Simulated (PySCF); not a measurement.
PySCF input:

```python
from pyscf import gto, scf, dft

mol = gto.M(
    atom='''
    Bi    0.28230581   -0.01155045    0.34260263
    Cl    0.69099065    0.32528590   -1.96358521
    Cl   -2.06930726   -0.26889250    0.29087824
    ''',
    basis='def2-tzvpd',
    ecp='def2-tzvp',
    charge=1,
    spin=0,
    verbose=4,
)

mf = dft.RKS(mol, xc='mn15').density_fit(auxbasis='def2-universal-jkfit')
mf.grids.level = 4
mf.conv_tol = 1e-9
mf.max_cycle = 100
mf.max_memory = 1500
mf.kernel()
if not mf.converged:
    mf = mf.newton()
    mf.kernel(mf.make_rdm1())
mf.analyze()
```

Question: Which total energy does the run end on?

Answer: -1134.21957 Eh (MN15/def2-TZVPD).

It need not be the lowest isomer of its formula.
